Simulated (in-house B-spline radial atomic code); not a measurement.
Configurations of Mn⁴⁺, with energies counted from [Ar] (3d3/2)3. Level of theory: Dirac-Hartree-Fock, average of each configuration as written, Fermi nucleus of rms radius 3.7057 fm; calculated with an all-electron radial atomic-structure program (B-spline basis). Energies include first-order Breit, QED and recoil terms.

Occupations are held fixed; configurations that lie above the ionisation limit could autoionise.

| configuration | E - E(ref) (eV) | highest orbital | its <r> (bohr) |
| --- | --- | --- | --- |
| [Ar] (3d3/2)1 (3d5/2)2 | 0.91963 | 3d3/2 | 0.9609 |
| [Ar] (3d5/2)2 (5d3/2)1 | 53.435 | 5d3/2 | 5.332 |
| [Ar] (3d5/2)2 (6p3/2)1 | 56.696 | 6p3/2 | 7.113 |
| [Ar] (3d3/2)2 (5g9/2)1 | 56.736 | 5g9/2 | 5.495 |
| [Ar] (3d5/2)2 7s1 | 60.167 | 7s1/2 | 9.668 |
| [Ar] (3d3/2)2 (7f5/2)1 | 63.278 | 7f5/2 | 13.19 |
| [Ne] 3s2 (3p1/2)2 (3p3/2)3 (3d3/2)1 (3d5/2)2 (5g7/2)1 | 109.34 | 5g7/2 | 5.493 |

Q: Order these further configurations by energy, lowest first.
A. [Ar] (3d3/2)1 (3d5/2)1 (7p1/2)1
B. [Ar] (3d3/2)1 (3d5/2)1 (5f5/2)1
C. [Ar] (3d3/2)2 (6g9/2)1
D. [Ar] (3d3/2)2 (3d5/2)1
E. [Ne] 3s2 (3p1/2)1 (3p3/2)4 (3d3/2)1 (3d5/2)3

A: D (0.68189 eV), E (53.15 eV), B (56.935 eV), C (60.893 eV), A (61.079 eV).

Q: How far above the reference does [Ar] (3d3/2)1 (3d5/2)1 6s1 lie?

A: 55.147 eV; its least bound orbital is 6s1/2 with <r> = 6.561 bohr.

Q: How far above the reference does [Ar] (3d3/2)2 (7g7/2)1 lie?

A: 63.4 eV; its least bound orbital is 7g7/2 with <r> = 12.68 bohr.

Q: How far above the reference does [Ar] (3d5/2)3 lie?

A: 0.71319 eV; its least bound orbital is 3d5/2 with <r> = 0.962 bohr.
